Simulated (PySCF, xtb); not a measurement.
C₂H₆F₂OSi, SMILES OC[Si@H](F)CF. Other conformers were not sampled.

Harmonic wavenumbers (cm⁻¹) from GFN2-xTB run with xtb 6.7.1 at its own minimum, in rising order: 43, 48, 106, 150, 197, 272, 319, 332, 613, 633, 679, 729, 761, 782, 837, 1033, 1056, 1113, 1194, 1276, 1280, 1322, 1439, 1450, 2311, 2891, 2944, 2962, 2963, 3567.

Problem. What does TPSSh-D3(BJ)/def2-SVP (PySCF) give at its own minimum? (An estimate is asked for; the answer gives what the named calculation found.)

Solution. 69, 80, 123, 146, 224, 288, 319, 334, 615, 682, 739, 773, 841, 883, 928, 1030, 1054, 1147, 1223, 1297, 1313, 1377, 1456, 1470, 2271, 2976, 3031, 3077, 3089, 3776. Paired by order, the mean absolute difference is 48 cm⁻¹ and the zero-point energies are 50.5 and 52.4 kcal/mol.
